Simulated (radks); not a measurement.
Results of a calculation; reference values are marked as such.
Species: the niobium ion Nb3+. Configuration: [Kr] 4d0.25 5s1.75 (fractional occupations, a model configuration). Code: a radial shooting solver on a logarithmic mesh with Libxc functionals. Model: Dirac Kohn-Sham, PBE, spin-unpolarised, spherical densities, point nucleus; open shells are shared between the two j in proportion to 2j + 1. Some entries of the table are withheld. Estimate them.

orbital,occ.,eigenvalue (eV),<1/r> (bohr^-1)
1s1/2,2,-18839.71,42.40
2s1/2,2,-2669.824,9.626
2p1/2,2,-2453.346,(1)
2p3/2,4,-2357.581,(2)
3s1/2,2,-478.8206,3.277
3p1/2,2,(3),(4)
3p3/2,4,(5),(6)
3d3/2,4,-238.1033,(7)
3d5/2,6,-235.2089,(8)
4s1/2,2,-96.3404,1.204
4p1/2,2,(9),1.094
4p3/2,4,(10),1.066
4d3/2,0.1,-36.3071,(11)
4d5/2,0.15,-36.0377,(12)
5s1/2,1.75,-28.5998,0.4875

Answer. 
(1) 2p1/2 <1/r> (bohr^-1): 9.600
(2) 2p3/2 <1/r> (bohr^-1): 9.163
(3) 3p1/2 eigenvalue (eV): -397.3566
(4) 3p1/2 <1/r> (bohr^-1): 3.173
(5) 3p3/2 eigenvalue (eV): -381.8268
(6) 3p3/2 <1/r> (bohr^-1): 3.068
(7) 3d3/2 <1/r> (bohr^-1): 2.874
(8) 3d5/2 <1/r> (bohr^-1): 2.846
(9) 4p1/2 eigenvalue (eV): -73.1289
(10) 4p3/2 eigenvalue (eV): -70.8291
(11) 4d3/2 <1/r> (bohr^-1): 0.8144
(12) 4d5/2 <1/r> (bohr^-1): 0.8086
